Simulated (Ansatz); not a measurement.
Species: CuH, net charge 0, triplet state. This is an excited triplet: at this geometry the singlet lies 2.53 eV lower at CCSD(T)/CBS(def2-TZVPPD,def2-QZVPPD). 
Coordinates optimised at B3LYP-D3(BJ)/def2-TZVP (Ansatz, a program for electronic structure):
```xyz
2

Cu     0.0000     0.0000    -0.0533
H      0.0000     0.0000     1.5463
```
Charge 0, spin multiplicity 3.

Basis-set convergence of Hartree-Fock and CCSD(T) correlation energies (hartree) with Ansatz. Valence correlation only, unless marked. Open shells are spin-unrestricted. Spin-orbit coupling is left out. The frozen core is the preceding noble-gas configuration, with the filled d and f shells of earlier blocks. Non-relativistic.

The T1 diagnostic of CCSD in the largest basis is 0.086, which is high, so the coupled-cluster rows are less sure than usual.

```csv
basis,functions,E(HF),"E(corr, CCSD(T))"
def2-SVP,36,-1639.21651,-0.23907
def2-TZVPP,78,-1639.45971,-0.40510
def2-QZVPP,130,-1639.50309,-0.43242
```

Extrapolating the two largest sets (X = 3 and 4) as X^-3: E(corr) = (64·(-0.43242) - 27·(-0.40510))/37 = -0.4524 Eh, an estimate of the basis-set limit. The largest set recovers 95.6 % of it, the smallest 52.8 %.
